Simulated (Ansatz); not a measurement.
`BC1=C(S)C1` + `N=C=O` → `BN=C=O` + `SC1=CC1` at 600 K and 1 bar (ligand exchange at a B–C bond).

Computed with Ansatz on PBE0-D4/def2-TZVP structures; ΔE is electronic, products minus reactants. CCSD(T)/CBS adds triple-zeta CCSD(T) − MP2 to the extrapolated MP2 energy (def2 sets, frozen cores). This one scheme is used for every species. Each species was taken in one conformer, which may not be the lowest.

```
     species  CCSD(T)/CBS energy (Eh)  H − E (kJ/mol)  S (J/(mol·K))
`BC1=C(S)C1`               -539.63170           235.2          407.6
     `N=C=O`               -168.51995            83.3          274.5
    `BN=C=O`               -193.93341           127.5          336.9
   `SC1=CC1`               -514.23842           192.3          357.4
```

H − E and S are ideal-gas, rigid-rotor, harmonic terms from PBE0-D4/def2-TZVP, for one conformer and one mirror image of each species. 1 Eh = 2625.50 kJ/mol, R = 8.31446 J/(mol·K).

By hand: ΔE, ΔH, ΔS and ΔG.

ΔE = (-193.93341) + (-514.23842) − (-539.63170) − (-168.51995) = -0.02018 Eh = -53.0 kJ/mol. Δ(H − E) = 127.5 + 192.3 − 235.2 − 83.3 = 1.3, so ΔH = -51.7 kJ/mol. ΔS = 336.9 + 357.4 − 407.6 − 274.5 = 12.2 J/(mol·K). ΔG = -51.7 − 600 × (12.2)/1000 = -59.0 kJ/mol.

By hand: the equilibrium constant, and the temperature at which ΔG would vanish if ΔH and ΔS stayed fixed.

log₁₀ K = −ΔG/(RT ln 10) = 5.1. ΔH and −TΔS have one sign here, so there is no such temperature.

The number of gas molecules stays the same, so ΔS is small and ΔH decides. A doubt of 5 kJ/mol in ΔE shifts log₁₀ K by 0.4 here. Other conformers and mirror images would add mixing entropy, several J/(mol·K) or more a flexible species. These are equilibria of isolated gas molecules and say nothing of rates. Largest T1 diagnostic: 0.018 (customary marks: 0.02 for closed shells, 0.045 for open ones).

ΔS is within the doubt of such terms, so its sign, and with it that verdict, could turn.
